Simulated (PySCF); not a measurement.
## Ir²⁺: interval between two levels

Ir²⁺ [Xe] 4f14 5d7 [4F9/2, M_J = 9/2] → Ir²⁺ [Xe] 4f14 5d6 6s1 [6D9/2, M_J = 9/2], as a difference of total energies. All numbers are calculated (PySCF 2.14, the two-component X2C-1e Hamiltonian, in x2c-TZVPall-2c with one added diffuse shell each of s, p, d type (12s12p11d2f, 117 functions)). Correlated levels: [Kr] 4d10 4f14 frozen; the 34 highest virtual spinors dropped. "Screened" scales the spin-orbit matrix elements by Boettger's factors to mimic the two-electron term; Breit and QED terms are absent.

```json
{"method": "GHF (screened spin-orbit)", "interval between two levels (cm⁻¹)": "13254"}
{"method": "GMP2 (screened spin-orbit)", "interval between two levels (cm⁻¹)": "13566"}
```

The labels give the starting determinants; with spin-orbit coupling the two ends relaxed to ⟨J²⟩ = 24.77, ⟨L²⟩ = 13.11, ⟨S²⟩ = 3.59 and ⟨J²⟩ = 24.76, ⟨L²⟩ = 6.69, ⟨S²⟩ = 8.47.
